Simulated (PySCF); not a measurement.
Job file and geometry (Å, from GFN2-xTB) of an NMR shielding run on `CC[C@H]([SiH3])[SiH2]B(Cl)Cl`, C$_{3}$H$_{11}$BCl$_{2}$Si$_{2}$, GIAO PBE0/pcSseg-1 NMR shielding, non-relativistic, gas phase (PySCF); density fitting, a coarse starting grid and PySCF grid level 2 are the driver's defaults:

```
$ OMP_NUM_THREADS=1 python probes_run.py task.json out

{"job": {"kind": "nmr", "xc": "PBE0", "basis": "pcSseg-1"}, "charge": 0, "multiplicity": 1}
C     -1.971238     0.891259    -0.867963
C     -1.375588    -0.508080    -0.863979
C     -0.097475    -0.636046    -0.028334
Si    -0.362471    -0.224739     1.818183
Si     1.403151     0.287507    -0.784136
B      3.014590    -0.190580     0.271682
Cl     3.744503    -1.746899     0.163902
Cl     3.710788     0.903532     1.403279
H     -1.254903     1.609519    -1.256806
H     -2.861828     0.918220    -1.492520
H     -2.251106     1.190827     0.139105
H     -1.162301    -0.804167    -1.894692
H     -2.124454    -1.203260    -0.472617
H      0.181570    -1.697552    -0.056527
H     -1.605858    -0.847858     2.281195
H      0.764949    -0.779952     2.575031
H     -0.424735     1.219007     2.049302
H      1.494342    -0.111416    -2.200116
H      1.168259     1.739928    -0.791452
```

Problem. Write the output of this run.

Solution. 
```
coarse grid: 17664 points
cycle   1  E = -1644.3419575807  dE =  5.889e-01  |g| = 4.213e-01  |ddm| = 3.858e+00
cycle   2  E = -1644.3082673945  dE =  3.369e-02  |g| = 5.521e-01  |ddm| = 9.049e-01
cycle   3  E = -1644.3898226721  dE = -8.156e-02  |g| = 5.934e-02  |ddm| = 5.732e-01
cycle   4  E = -1644.3906583506  dE = -8.357e-04  |g| = 2.469e-02  |ddm| = 8.899e-02
cycle   5  E = -1644.3908079694  dE = -1.496e-04  |g| = 5.139e-03  |ddm| = 2.428e-02
cycle   6  E = -1644.3908138985  dE = -5.929e-06  |g| = 1.353e-03  |ddm| = 5.972e-03
final grid: 151272 points
cycle   7  E = -1644.4331426430  dE = -4.467e-05  |g| = 7.792e-03  |ddm| = 2.851e-02
cycle   8  E = -1644.4331353294  dE =  7.314e-06  |g| = 9.096e-03  |ddm| = 1.444e-02
cycle   9  E = -1644.4331568015  dE = -2.147e-05  |g| = 1.001e-03  |ddm| = 8.771e-03
cycle  10  E = -1644.4331570121  dE = -2.107e-07  |g| = 3.425e-04  |ddm| = 1.361e-03
cycle  11  E = -1644.4331570418  dE = -2.965e-08  |g| = 4.495e-05  |ddm| = 3.157e-04
cycle  12  E = -1644.4331570422  dE = -4.220e-10  |g| = 1.722e-05  |ddm| = 7.762e-05
converged SCF energy = -1644.4331570422

GIAO shielding tensors (ppm)
atom      isotropic    diamagn.    paramagn.     s11        s22        s33       span
  0 C      171.915     249.071     -77.156    164.221    168.123    183.400     19.179
  1 C      157.541     245.552     -88.011    147.166    153.224    172.233     25.067
  2 C      180.869     256.556     -75.687    164.296    175.156    203.156     38.861
  3 Si     416.516     881.185    -464.669    374.311    407.380    467.857     93.546
  4 Si     413.490     880.798    -467.308    387.726    412.111    440.632     52.906
  5 B       24.930     196.691    -171.761    -45.728     23.431     97.088    142.816
  6 Cl     563.702    1147.737    -584.035    181.850    601.774    907.483    725.633
  7 Cl     542.284    1147.580    -605.296    156.618    586.591    883.643    727.025
  8 H       30.620      31.124      -0.505     25.385     31.065     35.409     10.024
  9 H       30.529      28.417       2.112     25.845     27.276     38.466     12.622
 10 H       30.797      30.892      -0.095     25.841     30.701     35.848     10.008
 11 H       29.780      31.181      -1.401     24.415     28.855     36.070     11.655
 12 H       29.715      31.065      -1.350     24.492     28.276     36.377     11.885
 13 H       30.946      33.475      -2.528     25.561     29.487     37.792     12.231
 14 H       27.792      30.079      -2.286     24.315     25.318     33.743      9.427
 15 H       27.955      30.258      -2.303     23.776     28.011     32.078      8.302
 16 H       27.692      30.261      -2.568     25.481     25.543     32.053      6.572
 17 H       27.667      29.683      -2.015     24.400     25.983     32.619      8.218
 18 H       27.556      29.925      -2.369     23.966     27.314     31.387      7.421
```

Size and cost of the density-fitted run: 219 basis functions, 2.3 min wall time on 1 thread of an Intel Xeon, shared host; peak memory 0.97 GiB.
